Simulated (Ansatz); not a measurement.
CH6N2OSi (`N=C(N)O[SiH3]`). Total charge 0; spin multiplicity 1.

Z-matrix (Å, degrees):
```
Si
O 1 1.664
H 1 1.484 2 110.5
H 1 1.478 2 104.5 3 -119.3
H 1 1.484 2 110.5 3 121.1
C 2 1.358 1 123.9 3 -60.6
N 6 1.362 2 110.1 1 -176.5
N 6 1.268 2 127.9 1 1.9
H 7 1.004 6 117.1 2 -22.3
H 7 1.004 6 115.3 2 -166.8
H 8 1.014 6 113.6 2 -1.9
```

Problem. Give the diagnostics of a CCSD(T)/def2-TZVPP run (frozen core, Ansatz 0.2.0). (Estimate.)

Solution. Ansatz gave: T1 = 0.0132, largest single amplitude 0.027, largest double 0.056, (T) share of the correlation energy 3.9 %, 10 CCSD cycles. The RHF solution is stable towards an unrestricted one. T1 lies under the customary mark of 0.02 for closed shells.
